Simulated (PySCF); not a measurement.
hydrogen fluoride, charge +1, doublet (typed; the unrestricted solution is spin-contaminated), at a GFN2-xTB geometry (a state made from the parent by changing its charge; the spin is typed, not shown lowest), with bond 1-2 at 3.0 times its length; PBE/def2-SV(P) in PySCF.

PySCF was given this input:
```python
from pyscf import gto, scf, dft

mol = gto.M(
    atom='''
F     0.00000000    0.00000000   -2.19309634
H     0.00000000    0.00000000    0.93989843
''',
    basis='def2-sv(p)',
    charge=1,
    spin=1,
    verbose=3,
)

mf = dft.UKS(mol)
mf.xc = 'pbe'
mf.kernel()
mo_i, mo_e, stable_i, stable_e = mf.stability(internal=True, external=False, return_status=True, nroots=6, tol=1e-6)
print('internally stable:', stable_i, ' externally stable:', stable_e)
if not stable_i:
    umf = mf.copy()
    umf.scf_summary = {}
    umf.kernel(umf.make_rdm1(mo_i, mf.mo_occ))
mf.analyze()
```

What the program printed (banner, timings and long lists left out):

```
SCF not converged.
SCF energy = -99.5623298209707 after 50 cycles  <S^2> = 1.1854833  2S+1 = 2.3962331
<class 'pyscf.dft.uks.UKS'> wavefunction has an internal instability
internally stable: False  externally stable: None

SCF not converged.
SCF energy = -99.5718361362748 after 50 cycles  <S^2> = 1.0454296  2S+1 = 2.2763388
**** MO energy ****
                             alpha | beta                alpha | beta
MO #1   energy= -24.6865918414141  | -24.6489621213078  occ= 1 | 1
MO #2   energy= -1.39903235745644  | -1.3049530166877   occ= 1 | 1
MO #3   energy= -0.780957147453897 | -0.652813518192465 occ= 1 | 1
MO #4   energy= -0.717738553026443 | -0.64848899761177  occ= 1 | 1
MO #5   energy= -0.686902863799226 | -0.641596011146812 occ= 1 | 0
MO #6   energy= -0.368068832250218 | -0.612082556905251 occ= 0 | 0
MO #7   energy= 0.320560922697849  | 0.0614562201229116 occ= 0 | 0
MO #8   energy= 0.684389651289117  | 0.733671687083359  occ= 0 | 0
MO #9   energy= 0.708543189245248  | 0.787735033268976  occ= 0 | 0
MO #10  energy= 0.758065895110714  | 0.797272185763331  occ= 0 | 0
MO #11  energy= 0.76421118548302   | 0.814375474933459  occ= 0 | 0
MO #12  energy= 2.54232527529421   | 2.65611356288773   occ= 0 | 0
MO #13  energy= 2.55138142608353   | 2.65714053823617   occ= 0 | 0

To work with the spin densities directly, `use mulliken_meta_spin()` only printing them here.

 ** Mulliken spin pop alpha/beta on meta-lowdin orthogonal AOs **
 ** Mulliken Spin Density (per atom)  **
spin density of  0 F =      1.45745
spin density of  1 H =     -0.45745
 ** Mulliken pop alpha/beta on meta-lowdin orthogonal AOs **
 ** Mulliken atomic charges   ( Nelec_alpha | Nelec_beta ) **
charge of  0F =      0.45889  (     4.99928      3.54183 )
charge of  1H =      0.54111  (     0.00072      0.45817 )

WARN: System has nonzero charge 1; the dipole moment is origin-dependent.
Location of origin: [0. 0. 0.]

Dipole moment(X, Y, Z, Debye):  0.00006,  0.00025, -2.40599
```

The run did not converge; its last values are not results.
